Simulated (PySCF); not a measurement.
A GIAO shielding run with PySCF 2.14 (density fitting, non-relativistic, gas phase) on `CS/C(=C\C(C)C)[SiH2]F`, C6H13FSSi:

```
$ OMP_NUM_THREADS=1 python probes_run.py task.json out

{"job": {"kind": "nmr", "xc": "PBE0", "basis": "pcSseg-1"}, "charge": 0, "multiplicity": 1}
C      2.935577    -0.975088    -1.351347
S      1.474903    -1.240814    -0.303855
C      0.771633     0.389211    -0.181847
C     -0.520959     0.516621     0.133578
C     -1.482042    -0.599918     0.389101
C     -1.632359    -0.808403     1.899592
C     -2.836062    -0.292083    -0.248200
Si     1.889058     1.892670    -0.361658
F      0.972663     3.165432     0.000695
H      3.672822    -0.370762    -0.831934
H      2.639006    -0.505645    -2.283504
H      3.339553    -1.963642    -1.548430
H     -0.924408     1.514582     0.243795
H     -1.074234    -1.519564    -0.045308
H     -0.669530    -1.048479     2.343949
H     -2.320603    -1.626494     2.099358
H     -2.017717     0.093985     2.369948
H     -3.257389     0.617382     0.176042
H     -3.531516    -1.109587    -0.071942
H     -2.730191    -0.155023    -1.322264
H      2.327871     2.143883    -1.728295
H      2.963515     1.901124     0.621675
```

Hardware: 1 thread of an Arm Neoverse V1, shared host. The job also computes population analyses, field gradients.

Problem. How large is the calculation?

Solution. 88 electrons, 232 basis functions and 1247 auxiliary functions.

Problem. How long does it take, and how much memory does it need?

Solution. 72 s of wall time, with 14 SCF cycles and 5 response iterations; peak memory 1 GiB. Times on a shared host scatter by some tens of per cent.
